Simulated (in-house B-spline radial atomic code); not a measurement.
**Ionising the praseodymium ion Pr³⁸⁺ with different functionals**

Computed with a B-spline radial code for spherical atoms: scalar-relativistic (spin-free X2C) Hamiltonian, Fermi nucleus of rms radius 4.8919 fm, spin-polarised at highest spin, spherical fractional occupations for the functionals. The ionisation energy is the difference of two self-consistent energies, [Ar] 3d3 → [Ar] 3d2, without Breit or QED terms; ε is the level of the shell that loses the electron (its least bound occupied spin orbital). There is no spin-orbit coupling in this Hamiltonian.

```csv
method,rung,ΔSCF (eV),-ε(3d) (eV)
LDA exchange-only,LDA,2719.8,2669.3
BLYP,GGA,?,?
PW91,GGA,2723.3,2672.8
AM05,GGA,2722.5,2672.0
SCAN,meta-GGA,2724.5,2674.9
TPSS,meta-GGA,?,?
```

(1) What does BLYP give?

(2) What does TPSS give?

(3) How do they compare with the NIST value?

Results:

(1) ΔSCF 2722.9 eV, and -ε(3d) = 2672.4 eV.

(2) ΔSCF 2722.0 eV, and -ε(3d) = 2671.7 eV.

(3) NIST lists 2729 eV ± 4 (tabulated theory, ground level to ground level). Errors run from -9.2 to -4.5 eV. The correlated functionals all miss on the same side by more than they spread, so the cause is common to them (spin-orbit coupling, Breit-QED terms, multiplet and fine-structure energies, or a listed next ion that isn't the cheapest removal here) and closeness doesn't rank the functionals.
